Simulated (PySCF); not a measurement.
Ga(I)2(Me) (CH₃GaI₂), SMILES [CH3][Ga]([I])[I].

Coordinates come from a PBE0-D3(BJ)/def2-SVP optimisation. The def2 effective core potentials stand for the cores of I; spin–orbit coupling is left out.

These are PySCF with TDA-PBE/def2-SVPD values and carry that method's errors.

Vertical excitations. 

Q: List the lowest excited states. (Estimate from the structure and the level; the computed values follow.)

A: 
```csv
state,energy (eV),λ (nm),f,main pairs
S1,4.05,306,0.000,HOMO→LUMO 95 %
S2,4.25,292,0.009,"HOMO→LUMO+1 83 %, HOMO−2→LUMO 13 %"
S3,4.28,290,0.000,HOMO−1→LUMO 94 %
S4,4.44,279,0.001,HOMO−2→LUMO+1 86 %
S5,4.54,273,0.031,HOMO−1→LUMO+1 91 %
S6,4.67,266,0.107,"HOMO−2→LUMO 65 %, HOMO−2→LUMO+1 12 %, HOMO→LUMO+1 10 %"
S7,4.89,254,0.018,"HOMO−3→LUMO+1 84 %, HOMO−3→LUMO 15 %"
S8,5.09,243,0.018,"HOMO−3→LUMO 74 %, HOMO−3→LUMO+1 14 %"
S9,5.73,216,0.001,HOMO−4→LUMO 88 %
S10,5.75,216,0.000,HOMO−5→LUMO 88 %
T1,3.91,317,0,"HOMO→LUMO 49 %, HOMO→LUMO+1 49 %"
T2,3.96,313,0,"HOMO→LUMO 50 %, HOMO→LUMO+1 49 %"
T3,4.09,303,0,HOMO−2→LUMO 97 %
T4,4.12,301,0,"HOMO−1→LUMO+1 51 %, HOMO−1→LUMO 49 %"
```
Triplets are in the Tamm–Dancoff approximation.
